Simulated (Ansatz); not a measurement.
The cluster OsO2⁻, relaxed as a doublet with UKS PBE0-D4/def2-TZVPD in Ansatz, starting from the GFN2-xTB geometry. Force threshold 0.02 eV/Å.

In the def2 sets Os takes a core potential; there is no spin–orbit coupling. The structure comes from a short search, and lower isomers may exist.

Start:

```csv
atom,x (Å),y (Å),z (Å)
Os1,0.000,0.000,0.000
O2,-0.633,-1.492,-0.012
O3,0.633,1.492,0.012
```

| step | energy (eV) | largest force component (eV/Å) | SCF passes |
| --- | --- | --- | --- |
| 1 | -6559.4949 | 6.600 | 19 |
| 2 | -6560.4088 | 0.096 | 28 |
| 3 | -6560.4091 | 0.011 | 25 |
| 4 | -6560.4105 | 0.060 | 31 |
| 5 | -6560.4149 | 0.138 | 35 |
| 6 | -6560.4418 | 0.388 | 41 |
| 7 | -6560.4504 | 0.170 | 31 |
| 8 | -6560.4635 | 0.101 | 38 |
| 9 | -6560.4692 | 0.023 | 36 |
| 10 | -6560.4695 | 0.000 | 32 |

Force components are those of the run's own axes.

End:

| atom | x (Å) | y (Å) | z (Å) |
| --- | --- | --- | --- |
| Os1 | -0.122 | 0.050 | 0.256 |
| O2 | -0.588 | -1.556 | -0.140 |
| O3 | 0.711 | 1.506 | -0.116 |

By distances, no bond broke or formed. The bond that changes most is Os1–O2, from 1.62 to 1.72 Å (atoms count from 1).

The force fell under the threshold at step 3, but the optimiser went on and released 0.060 eV more. No frequencies were taken in this run, so the end may be a saddle point.

Run time 14 s (4 threads of Arm Neoverse V2 on a shared host).
